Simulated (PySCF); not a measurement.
Electron correlation in Sb(2+) (antimony, charge +2)

[Kr] 4d10 5s2 5p1, 2P determinant. Computed with PySCF 2.14 in aug-cc-pwCVDZ-PP with ECP28MDF, with scalar relativity through the core potential. Frozen: 4s2 4p6 4d10; 3 electrons correlated.

```json
{"level": "CCSD", "correlation energy (mhartree)": "-43.81"}
{"level": "(T)", "correlation energy (mhartree)": "-0.43"}
{"level": "CCSD(T)", "correlation energy (mhartree)": "-44.24"}
{"level": "CCSDT", "correlation energy (mhartree)": "-44.39"}
```

Diagnostics: T1 = 0.0084, D1 = 0.0202, largest double amplitude 0.096.

Cost of the coupled-cluster step: about 0.8 core-seconds, for 3 correlated electrons.

Iterations:

```
CC2 = 0
CCSD nocc = (np.int64(2), np.int64(1)), nmo = (39, 39)
frozen orbitals [[0, 1, 2, 3, 4, 5, 6, 7, 8], [0, 1, 2, 3, 4, 5, 6, 7, 8]]
max_cycle = 100
direct = 0
conv_tol = 1e-08
conv_tol_normt = 1e-06
diis_space = 8
diis_start_cycle = 0
Init t2, MP2 energy = -0.0309316353555213
Init E_corr(UCCSD) = -0.030931635359265
cycle = 1  E_corr(UCCSD) = -0.0393752303671156  dE = -0.00844359501  norm(t1,t2) = 0.0451339
cycle = 2  E_corr(UCCSD) = -0.0421309518249985  dE = -0.00275572146  norm(t1,t2) = 0.0175574
cycle = 3  E_corr(UCCSD) = -0.0438204120504875  dE = -0.00168946023  norm(t1,t2) = 0.00741697
cycle = 4  E_corr(UCCSD) = -0.0438041321918261  dE = 1.62798587e-05  norm(t1,t2) = 0.000800839
cycle = 5  E_corr(UCCSD) = -0.0438117919244924  dE = -7.65973267e-06  norm(t1,t2) = 7.57569e-05
cycle = 6  E_corr(UCCSD) = -0.0438096578050746  dE = 2.13411942e-06  norm(t1,t2) = 1.17002e-05
cycle = 7  E_corr(UCCSD) = -0.0438106070806349  dE = -9.4927556e-07  norm(t1,t2) = 3.32966e-06
cycle = 8  E_corr(UCCSD) = -0.0438103531710173  dE = 2.53909618e-07  norm(t1,t2) = 9.14536e-07
cycle = 9  E_corr(UCCSD) = -0.0438103658473412  dE = -1.26763239e-08  norm(t1,t2) = 1.52931e-07
cycle = 10  E_corr(UCCSD) = -0.043810387350444  dE = -2.15031028e-08  norm(t1,t2) = 9.40425e-08
cycle = 11  E_corr(UCCSD) = -0.0438103864172127  dE = 9.33231312e-10  norm(t1,t2) = 9.61137e-09
UCCSD converged
E(UCCSD) = -238.4137068085475  E_corr = -0.04381038641721268
UCCSD(T) correction = -0.000426684704904803
```
